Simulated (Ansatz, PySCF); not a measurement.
System: CHO$_{2}$, net charge -1, singlet state. 
Structure (B3LYP-D3(BJ)/def2-TZVP (Ansatz, an electronic-structure program) minimum search):
```
C
O 1 1.2488
O 1 1.2488 2 130.63
H 1 1.1416 2 114.69 3 180.00
```
Charge -1, spin multiplicity 1.

Total electronic energies in hartree. Valence correlation only, unless marked. Spin-orbit coupling is left out. Non-relativistic. CBS(X,Y): correlation extrapolated as X^-3; Hartree-Fock from the larger set. [CCSD(T)-MP2]/basis is that difference in the basis named.

```csv
level,program,energy (Eh)
HF-D3(BJ)/def2-TZVPD,PySCF + dftd3,-188.29585
SVWN5/def2-TZVPD,Ansatz,-187.88398
revPBE-D4/def2-TZVPD,Ansatz + dftd4,-189.24687
BP86-D3(BJ)/def2-TZVPD,PySCF + dftd3,-189.30213
BP86-D4/def2-TZVPD,PySCF + dftd4,-189.30236
r2SCAN/def2-TZVPD,Ansatz,-189.19461
PBE0/def2-QZVPP,Ansatz,-189.08986
BHLYP-D4/def2-TZVPD,Ansatz + dftd4,-189.18687
BHLYP/def2-TZVPD,Ansatz,-189.18500
B2GP-PLYP-D3(BJ)/def2-TZVPD,Ansatz + dftd3,-189.12869
RI-MP2/cc-pVTZ,Ansatz,-188.90027
CCSD/STO-3G,Ansatz,-185.61741
CCSD/6-31G*,Ansatz,-188.67329
CCSD/cc-pwCVTZ,Ansatz,-188.91107
"RI-MP2/CBS(aug-cc-pVTZ,aug-cc-pVQZ)+[CCSD(T)-MP2]/aug-cc-pVTZ",Ansatz,-189.0412
```

Totals of different functionals don't rank their quality; only differences between species are comparable.
